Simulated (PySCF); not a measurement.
Atom-mapped SMILES (the numbers label the heavy atoms): `[O:1]=[C:2]([SiH3:3])[C:4]([F:5])([F:6])[F:7]`. Hydrogens are named by the atom that carries them.

No relativistic terms, one conformer, averaged over atoms made equivalent by symmetry, fast rotation or ring inversion, gas phase. Geometry from PBE0-D3(BJ)/def2-SVP; NMR shieldings at KT2/pcSseg-2/GIAO; PySCF.

Scale: ¹³C (182.28 ppm), ¹H (31.18 ppm), ²⁹Si (350.99 ppm) vs TMS; ¹⁷O (324.36 ppm) against H2O; CFCl3 for ¹⁹F (136.34 ppm) (reference shieldings calculated alike).

```
   atoms  nucleus  count  δ (ppm)
F5/F6/F7      ¹⁹F      3   -120.3
  H(Si3)       ¹H      3        ?
      C4      ¹³C      1        ?
      O1      ¹⁷O      1    744.7
     Si3     ²⁹Si      1    -90.3
      C2      ¹³C      1    215.2
```

**Question.** Fill in the missing shifts.

**Answer.** 
- C4: 123.4 ppm, CF3 carbon; 3 electronegative neighbours deshield it
- H(Si3): 4.20 ppm, hydrogen on a silicon bonded to C

Shifts are as computed. Against solution values, carbons near 30 ppm lie about +3 ppm off and those near 130 ppm about -1 ppm. Of 1211 compounds with measured shifts, 218 miss one by over three times the rms of a fit or turn the order of signals round; such compounds aren't used in these exercises. Unscaled 19F shifts against computed CFCl3 carry errors that often reach 10 to 50 ppm. Unscaled 17O shifts of doubly bonded oxygen tend to come out too high, by tens of ppm or more. Experimental scales use liquid or dissolved standards, which lie at an offset from isolated H2O (liquid H2O: subtract about 36 ppm).
